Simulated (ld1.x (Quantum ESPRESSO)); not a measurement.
Reading a pseudo-wave (chromium)

Columns: radius, all-electron u(r) and pseudo u(r) of the 4s shell (level -4.10 eV) of chromium in the configuration [Ar] 3d5 4s1 4p0; LDA (PZ), non-relativistic, PAW scheme, ld1.x (Quantum ESPRESSO) 7.5.

```json
{"r (bohr)": "0.182", "all-electron": "-0.1465", "pseudo": "-0.0756"}
{"r (bohr)": "0.365", "all-electron": "0.0134", "pseudo": "-0.1501"}
{"r (bohr)": "0.548", "all-electron": "0.2104", "pseudo": "-0.2218"}
{"r (bohr)": "0.730", "all-electron": "0.2440", "pseudo": "-0.2889"}
{"r (bohr)": "0.912", "all-electron": "0.1616", "pseudo": "-0.3508"}
{"r (bohr)": "1.095", "all-electron": "0.0294", "pseudo": "-0.4068"}
{"r (bohr)": "1.277", "all-electron": "-0.1094", "pseudo": "-0.4557"}
{"r (bohr)": "1.460", "all-electron": "-0.2360", "pseudo": "-0.4975"}
{"r (bohr)": "1.642", "all-electron": "-0.3414", "pseudo": "-0.5315"}
{"r (bohr)": "1.825", "all-electron": "-0.4252", "pseudo": "-0.5583"}
{"r (bohr)": "2.007", "all-electron": "-0.4878", "pseudo": "-0.5777"}
{"r (bohr)": "2.190", "all-electron": "-0.5325", "pseudo": "-0.5903"}
{"r (bohr)": "2.372", "all-electron": "-0.5614", "pseudo": "-0.5967"}
{"r (bohr)": "2.555", "all-electron": "-0.5776", "pseudo": "-0.5974"}
{"r (bohr)": "2.738", "all-electron": "-0.5832", "pseudo": "-0.5932"}
{"r (bohr)": "2.920", "all-electron": "-0.5804", "pseudo": "-0.5846"}
{"r (bohr)": "3.102", "all-electron": "-0.5710", "pseudo": "-0.5723"}
{"r (bohr)": "3.285", "all-electron": "-0.5564", "pseudo": "-0.5566"}
{"r (bohr)": "3.468", "all-electron": "-0.5379", "pseudo": "-0.5379"}
{"r (bohr)": "3.650", "all-electron": "-0.5166", "pseudo": "-0.5166"}
{"r (bohr)": "3.832", "all-electron": "-0.4933", "pseudo": "-0.4933"}
{"r (bohr)": "4.015", "all-electron": "-0.4687", "pseudo": "-0.4687"}
{"r (bohr)": "4.198", "all-electron": "-0.4433", "pseudo": "-0.4433"}
{"r (bohr)": "4.380", "all-electron": "-0.4178", "pseudo": "-0.4178"}
{"r (bohr)": "4.562", "all-electron": "-0.3925", "pseudo": "-0.3925"}
{"r (bohr)": "4.745", "all-electron": "-0.3675", "pseudo": "-0.3675"}
```

(1) How many radial nodes do the two functions have?

(2) At about which radius was the pseudo-wave matched?

(3) Is the pseudo-wave norm-conserving?

Results:

(1) The all-electron 4s function has n − l − 1 = 3 (the table is too coarse to show those close to the nucleus); the pseudo-wave has 0, since the states of the same l below it are removed with the core.

(2) 3.45 bohr, where the columns begin to agree (steps of 0.18 bohr).

(3) No, it belongs to a PAW set: the norm inside the radius is not constrained, and the difference is carried by the augmentation charge.
